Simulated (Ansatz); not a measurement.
System: methylselanylmethylselanylethane, C₄H₁₀Se₂, charge 0, multiplicity 1. SMILES: CC[Se]C[Se]C
Coordinates optimised at B3LYP-D3(BJ)/def2-TZVP (Ansatz, a first-principles code):
```
C
H 1 1.0867
H 1 1.0879 2 109.74
Se 1 1.9532 2 106.68 3 118.53
Se 1 1.9694 2 109.98 3 -120.13
C 5 1.9660 1 97.22 2 75.78
H 6 1.0876 5 110.40 1 -62.49
H 6 1.0880 7 110.55 5 -122.14
H 6 1.0882 7 109.48 8 -120.67
C 4 1.9753 1 97.09 2 -166.05
H 10 1.0885 4 106.63 1 -49.66
H 10 1.0894 11 108.99 4 -115.72
C 10 1.5190 11 111.76 12 -123.64
H 13 1.0908 10 111.22 11 -57.27
H 13 1.0916 14 108.10 10 122.82
H 13 1.0922 14 107.99 15 116.28
```
Charge 0, spin multiplicity 1.

Wanted: vertical ionisation energy (to the doublet state of charge +1; each state is the SCF solution reached for its spin), in eV. Correlated levels leave the core frozen unless marked. UHF or UKS for open shells. No spin-orbit coupling. The frozen core is the preceding noble-gas configuration, with the filled d and f shells of earlier blocks. Non-relativistic. 

```json
[
 {"level": "HF/aug-cc-pVDZ", "program": "Ansatz", "vertical ionisation energy (eV)": "7.16"},
 {"level": "RI-HF/aug-cc-pVTZ", "program": "Ansatz", "vertical ionisation energy (eV)": "7.13"},
 {"level": "PBE/def2-TZVPD", "program": "Ansatz", "vertical ionisation energy (eV)": "7.61"},
 {"level": "B3LYP/def2-TZVPD", "program": "Ansatz", "vertical ionisation energy (eV)": "7.89"},
 {"level": "PBE0/def2-TZVPD", "program": "Ansatz", "vertical ionisation energy (eV)": "7.91"},
 {"level": "BHLYP/def2-TZVPD", "program": "Ansatz", "vertical ionisation energy (eV)": "8.03"},
 {"level": "CAM-B3LYP/def2-TZVPD", "program": "Ansatz", "vertical ionisation energy (eV)": "8.15"},
 {"level": "wB97M-V/def2-TZVPD", "program": "Ansatz", "vertical ionisation energy (eV)": "8.16"},
 {"level": "SCS-MP2/aug-cc-pVDZ", "program": "Ansatz", "vertical ionisation energy (eV)": "8.10"}
]
```
